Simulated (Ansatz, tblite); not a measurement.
Isomers of Mg5S4 (singlet), found by a short tight-binding search and relaxed with B3LYP-D4/def2-SVP in Ansatz.

The xTB rows come from tblite. B3LYP takes the VWN-RPA correlation. Correlated methods freeze 25 core orbitals; core or outer-core shells of Mg are correlated, in sets that lack core-valence functions.

Run but left out: HF/def2-SVP, HF/def2-TZVP (B: restricted singlet, unstable towards broken spin symmetry); PBE-QIDH/def2-TZVP (B: restricted singlet, unstable in another Hartree–Fock run and untested here).

A further structure is left out (at the level of its geometry, restricted singlet, unstable towards broken spin symmetry at other levels and untested here); at PBE0-D4/def2-TZVP its energy lies 0.08 eV above the lowest shown. A further structure is left out (at the level of its geometry, restricted singlet, unstable towards broken spin symmetry at other levels and untested here); at PBE0-D4/def2-TZVP its energy lies 2.27 eV above the lowest shown.

B: The restricted singlet is unstable towards broken spin symmetry in Hartree–Fock (as tested in another run); at LDA (SPW92)/def2-TZVP, PBE-D4/def2-SVP, PBE-D4/def2-TZVP, r2SCAN-D4/def2-TZVP and others this wasn't settled. At CCSD(T)/def2-SVP, MP2/def2-TZVP the restricted singlet (for correlated methods, its reference) is unstable: a solution with broken spin symmetry lies lower.

Other spin states weren't relaxed.

A:

```xyz
9

Mg   -0.257   -2.107    2.183
Mg    0.999    1.371    1.994
Mg   -1.216   -2.487   -1.173
Mg    0.615    2.599   -1.472
Mg   -0.810   -0.296   -2.871
S     1.338    3.171    0.623
S    -1.182   -3.680    0.803
S     0.675   -0.406    3.397
S    -0.161    1.834   -3.483
```

B:

```xyz
9

Mg   -0.409   -2.016   -2.313
Mg   -1.465    1.034   -0.303
Mg    1.433    0.898   -0.672
Mg    0.293    0.578    2.071
Mg   -0.033   -2.047    0.447
S    -1.752   -0.621    1.470
S     2.007   -0.793    0.993
S    -0.279    0.435   -2.363
S     0.205    2.534    0.670
```

Problem. Estimate their order by electronic energy at PBE0-D4/def2-TZVP, counted from the lowest.

Solution. B (0.0) < A (196.0), in kJ/mol.

Problem. Do the other levels pick the same lowest one?

Solution. All that were run do. Energies above each level's lowest (kJ/mol):

```
                level      A    B
             GFN1-xTB   54.0  0.0
             GFN2-xTB  294.2  0.0
LDA (SPW92)/def2-TZVP  214.7  0.0
      PBE-D4/def2-SVP  191.5  0.0
     PBE-D4/def2-TZVP  192.6  0.0
  r2SCAN-D4/def2-TZVP  185.8  0.0
   B3LYP-D4/def2-TZVP  164.7  0.0
     PBE0-D4/def2-SVP  197.4  0.0
    PBE0-D4/def2-TZVP  196.0  0.0
         MP2/def2-SVP  154.5  0.0
        MP2/def2-TZVP  187.2  0.0
        CCSD/def2-SVP  139.6  0.0
     CCSD(T)/def2-SVP  146.8  0.0
```
Point groups (tolerance 0.1 Å): A not assigned, B Cs. Lower isomers may exist.
